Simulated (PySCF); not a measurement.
Species: CH₁₀N₂OSi₃.
SMILES with atom numbers: `[NH2:1][SiH2:2][O:3][Si@@H:4]1[CH2:5][NH:6][SiH2:7]1`

Probes without a nucleus sit at each ring's centroid and 1 Å off its mean plane on both sides; NICS is minus the shielding there, NICSzz its component along the normal. Level: GIAO PBE0/pcSseg-1 (PySCF, non-relativistic, gas phase) on the GFN2-xTB geometry, one conformer.

Ring bond lengths (Å), with Mayer bond orders in brackets: Si4–C5 1.930 (0.85), C5–N6 1.461 (0.94), N6–Si7 1.721 (1.03), Si7–Si4 2.305 (0.93).

Q: What do the NICS probes read (ppm)?

A: 
```csv
ring,type,NICS(0),"NICS(1), two faces","NICS(1)zz, two faces",rms pucker (Å),"centre to ring atoms, mean (Å)"
Si4–C5–N6–Si7,4-membered ring with N and 2 Si; formal bonds all single,-1.8,0.5 / -1.8,4.8 / 0.9,0.05,1.30
```

Q: What can be read from them?

A: 
- Si4–C5–N6–Si7: mean NICS(1)zz 2.8 ppm, near zero. Si4, C5, Si7 have four or more neighbours, and the NICS criterion for π rings isn't applied. The two faces differ by 3.9 ppm, so no symmetry operation interchanges them.

Q: At the second NICS(1) probe listed for ring Si4–C5–N6–Si7, 1 Å off the ring, how large is the induced field along the normal in 1 T applied along it?

A: NICSzz × B0 = 0.9 ppm × 1 T = 1 μT, along the applied field.

Q: List the ring angles and the Hirshfeld charges of the ring atoms.

A: 
- Si4–C5–N6–Si7: Si4 75.7° (+0.350 e), C5 96.3° (-0.124 e), N6 110.3° (-0.253 e), Si7 76.9° (+0.268 e); sum 359.2° against 360° for a flat convex ring.

Q: What are the shieldings of the ring atoms and their hydrogens in the same run (means over atoms taken as equivalent)?

A: 
```tsv
atoms	environment	σ isotropic (ppm)	principal values of the symmetric part, first atom (ppm)
Si4	oxygen-bound silicon	344.6	301.9, 345.2, 386.5
C5	sp3 carbon bound to nitrogen	133.3	104.1, 127.2, 168.7
N6	silicon-bound nitrogen	254.6	207.7, 238.1, 318.1
Si7	SiH2 silicon	374.5	286.9, 354.3, 482.5
H on Si4	Si–H hydrogen	25.74	21.4, 25.0, 30.8
H on C5	methylene hydrogen	28.01	24.6, 26.2, 33.3
H on C5	methylene hydrogen	27.97	23.5, 26.7, 33.7
H on N6	N–H hydrogen	31.98	22.1, 30.0, 43.9
H on Si7	Si–H hydrogen	25.81	23.1, 23.7, 30.7
H on Si7	Si–H hydrogen	26.18	22.5, 24.4, 31.6
```

On one thread of an Arm Neoverse N1 (shared host), this took 48 s wall and 0.84 GiB of memory at its peak. This is the whole shielding run at PBE0/pcSseg-1, SCF included.

Shape of the structure used: `[NH2:1][SiH2:2][O:3][Si@@H:4]1[CH2:5][NH:6][SiH2:7]1`: N1–Si2–O3–Si4 68°, Si2–O3–Si4–C5 108°, H–N1–Si2–O3 -179°, H–N1–Si2–O3 43°.
